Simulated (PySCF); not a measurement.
Species: Ag(AsH3)Cl (singlet state).
Geometry (PBE0-D3(BJ)/def2-SVP, Å), atoms numbered from 1 in this order:
```
atom  x, y, z in Å
Ag1    0.0003    0.0109   -1.6213
As2    0.0050   -0.0149    0.8259
H3     0.8293   -1.0367    1.5684
H4    -1.2928   -0.2221    1.5659
H5     0.4739    1.2085    1.5733
Cl6   -0.0157    0.0543   -3.9122
```

The calculation used PySCF, TDDFT CAM-B3LYP/def2-SVPD, vertical, gas phase, core orbitals frozen in the response, def2 core potentials past Kr. Spin–orbit coupling is left out.

Ground-to-excited transition dipoles (e·a0, same axes as the geometry; the sign carries no meaning), for the states with f of 0.002 or more among the lowest 9:

| state | E (hartree) | μx | μy | μz |
| --- | --- | --- | --- | --- |
| S1 | 0.1952 | -0.203 | -0.222 | -0.005 |
| S2 | 0.1953 | 0.221 | -0.203 | -0.011 |
| S6 | 0.2095 | 0.001 | 0.002 | -0.229 |
| S7 | 0.2201 | 0.491 | -0.488 | -0.008 |
| S8 | 0.2203 | 0.488 | 0.491 | 0.006 |
| S9 | 0.2293 | 0.005 | -0.018 | 0.893 |

(1) What oscillator strength does each state have?

(2) The point group is C3v. Which irreducible representation does each state belong to?

(3) What peak molar absorption coefficient would the strongest computed level give as a lone Gaussian band 0.3 eV wide at half height?

Results:

(1) f = (2/3) ΔE |μ|² with ΔE in hartree (27.2114 eV).

```
state  |μ|² (au)  |μ| (D)      f
   S1      0.090     0.76  0.012
   S2      0.090     0.76  0.012
   S6      0.053     0.58  0.007
   S7      0.479     1.76  0.070
   S8      0.479     1.76  0.070
   S9      0.797     2.27  0.122
```

(2) The ground state is totally symmetric, so the direction of μ fixes the label. Polarised along the main axis, so A1: S6 and S9. Polarised across the main axis, so E: S1, S2, S7 and S8.

(3) ε(max) = 2.175×10⁸ f / FWHM, with the width in cm⁻¹. S7/S8 (f summed): 2.175×10⁸ × 0.1407 / 2420 ≈ 13000 L mol⁻¹ cm⁻¹.

S1/S2 and S7/S8 coincide within about 0.01 eV; within a degenerate level the directions of the single components are arbitrary.
